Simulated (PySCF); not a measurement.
These are B3LYP-D3(BJ)/def2-TZVP (PySCF) values and carry that method's errors. Gas-phase values, no solvent. One relaxed conformer stands for a flexible species; it need not be the lowest. B3LYP has the VWN-RPA correlation part, as in Gaussian. Excitations are Tamm–Dancoff values on a coarser integration grid. The basis has no diffuse functions, so Rydberg states are missing or too high.

Reference species (SMILES): `CBO` (C–B–O–H torsion 180°) (neutral, multiplicity 1).

```
Quantity                   Value
----------------------  --------
HOMO–LUMO gap            8.33 eV
S1 oscillator strength     0.002
LUMO                    -0.05 eV
S1–T1 gap (TDA)          0.55 eV
```

Changed species: `COB`.

**Question.** Give the shifts of the HOMO–LUMO gap, S1 oscillator strength, LUMO and S1–T1 gap (TDA).

**Answer.** the HOMO–LUMO gap falls by 0.54 eV, to 7.79 eV; the S1 oscillator strength hardly moves; the LUMO falls by 0.53 eV, to -0.58 eV; the S1–T1 gap (TDA) is nearly the same.
